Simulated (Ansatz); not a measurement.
Job for Ansatz (a quantum-chemistry and plane-wave program): R-MP2/def2-TZVPPD on BiClH2 (SMILES [Cl][BiH2]), atoms moved off the minimum. Elements past Kr take the def2 small-core potentials; no spin–orbit coupling. Files ending in .json are basis or fitting sets from the Basis Set Exchange. The run froze 14 orbitals, filled d shells among them.

Ansatz 0.2 input:
```yaml
crystal:
  periodic: [false, false, false]
  atoms:
    - {symbol: Bi, position_ang: [-0.22975230, -0.22697901, 0.31145300]}
    - {symbol: H, position_ang: [-1.61354137, 0.31658046, -0.78424561]}
    - {symbol: H, position_ang: [-0.13815457, -1.66168629, -0.85313211]}
    - {symbol: Cl, position_ang: [1.39888412, 1.14043490, -0.98366896]}
basis:
  gaussian:
    orbitals: def2-TZVPPD.json
magnetization: {spin_polarized: false}
correlation: {method: mp2, electrons: outside_noble_gas}
scf: {lower_state_search: off}
output: {forces: true}
```

The log:

```
WARN ansatz: RAYON_NUM_THREADS=1 ignored (pool sized by the plan → 1); use --threads N
Functional definition: HF
these checks for a lower state are left out or cut short: starts, cluster_reference, orbital_swaps, neighbouring_geometries, increment
integrals: 0.13 GiB planned
993 factors; integrals over basis functions are off by at most 6.8e-4 eV
mean field: 0.39 GiB planned
mean field evaluation 1: about -18346.1847 eV, gradient 1.6e1 eV
mean field evaluation 2: about -18346.1937 eV, gradient 1.6e1 eV
mean field evaluation 4: about -18347.1010 eV, gradient 1.5e0 eV
mean field evaluation 8: about -18347.1167 eV, gradient 2.9e-4 eV
mean field -18347.11668452 eV, -674.2441020338 hartree, gradient 1.6e-6 eV, S^2 0.000000; 0 other end points of the search recorded, 0 dependent functions left out
14 core orbitals not correlated
reference -18347.11668452 eV, -674.2441020338 hartree; 7, 7 occupied and 120, 120 virtual orbitals, 993 factors
densities: 0.34 GiB planned
second order -8.53935868 eV of doubles, -0.00000000 eV of singles
the calculation of the forces begins
Total energy: -18355.65604320 eV, -674.5579176771 hartree
Atom 0 at    -0.229752    -0.226979     0.311453 Å, force    -0.349427    -0.142892    -1.362457 eV/Å
Atom 1 at    -1.613541     0.316580    -0.784246 Å, force     0.411186    -0.089523     0.575348 eV/Å
Atom 2 at    -0.138155    -1.661686    -0.853132 Å, force     0.118900     0.453158     0.547015 eV/Å
Atom 3 at     1.398884     1.140435    -0.983669 Å, force    -0.180660    -0.220743     0.240094 eV/Å
Dipole moment:    -0.392844    -0.342388     0.560583 e Å
Checks for a lower state left out: starts, cluster_reference, orbital_swaps, neighbouring_geometries, increment
```

Self-consistency was reached.

Cost: around 6 core-seconds (rough).
